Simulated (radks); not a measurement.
Q: Excited configurations of neutral gold: one electron is placed in a higher orbital outside [Xe] 4f14 5d10. The ground configuration is [Xe] 4f14 5d10 6s1. Calculated with a radial shooting solver on a logarithmic mesh with Libxc functionals: non-relativistic Kohn-Sham, SCAN, spin-polarised, spherical densities, point nucleus; open shells are filled with parallel spins first (spin-orbit coupling, left out, can overturn this in heavy ions); meta-GGA in the generalised Kohn-Sham scheme; relativity is left out, which matters for an element this heavy. Excitation = E - E(ground); binding = E(ion) - E, where the ion is the core of charge +1; n* = 1/sqrt(2 binding) in atomic units, and the quantum defect is n - n*.

| outer orbital | excitation (eV) | binding (eV) | n* | quantum defect | eigenvalue (eV) | <r> (bohr) |
|---|---|---|---|---|---|---|
| 5f | 6.640 | 0.882 | 3.927 | 1.073 | -0.424 | 17.93 |
| 6f | 6.916 | 0.606 | 4.739 | 1.261 | -0.350 | 30.60 |
| 7p | 5.813 | 1.709 | 2.822 | 4.178 | -1.018 | 11.77 |
| 7f | 7.088 | 0.434 | 5.601 | 1.399 | -0.270 | 46.13 |

Estimate the row for 6d.

A: excitation (eV) 6.009; binding (eV) 1.513; n* 2.999; quantum defect 3.001; eigenvalue (eV) -0.703; <r> (bohr) 10.70. The Delta-SCF ionisation energy is 7.522 eV (NIST Atomic Spectra Database: 9.226 eV, measured). Self-interaction in the functional shifts the binding energies and quantum defects, so they are the method's values and not measured ones. Relativity is left out here, which matters for elements this heavy.
